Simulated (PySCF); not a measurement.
**A search over the determinants of BeSi**

Unrestricted PBE0; basis Be def2-TZVP, Si def2-TZVP; no relativity; PySCF 2.14. Outer shells of the fragments: Be 2s2; Si 3s2 3p2.

Followed along the bond (rough minima from three points):

```tsv
2Ms+1	unpaired	⟨S²⟩ at the start	R at minimum (Å)	Te (eV)
3	π ↑↑	2.16	2.13	0.00
1	π ↑↓	1.06	2.11	0.22
3	σ ↑, π ↑	2.01	2.29	0.56
1	σ ↓, π ↑	1.01	2.28	0.63
1	none	0.05	2.12	1.00
```

Solutions found at the starting distance of 2.075 Å, counted from the lowest of them; the search is not exhaustive and high or unbound solutions are not listed, so other states can lie among these:

```tsv
2Ms+1	unpaired	term	E (eV)	⟨S²⟩	⟨Lz²⟩	μ (D)
3	π ↑↑	³Σ⁻	0.00	2.16	0.00	-1.86
1	π ↑↓	mixed	0.22	1.06	2.03	-2.16
3	σ ↑, π ↑	³Π	0.72	2.01	1.01	0.43
1	σ ↓, π ↑	mixed	0.79	1.01	1.01	0.40
1	none	mixed	1.00	0.05	2.00	-2.11
3	σ ↑↑, π ↑↓	mixed	1.46	3.02	2.03	0.80
```

A term symbol is given only where ⟨S²⟩ and ⟨Lz²⟩ are close to those of a pure state; real π, δ and φ orbitals otherwise mix terms. A positive dipole means Be(−)Si(+).
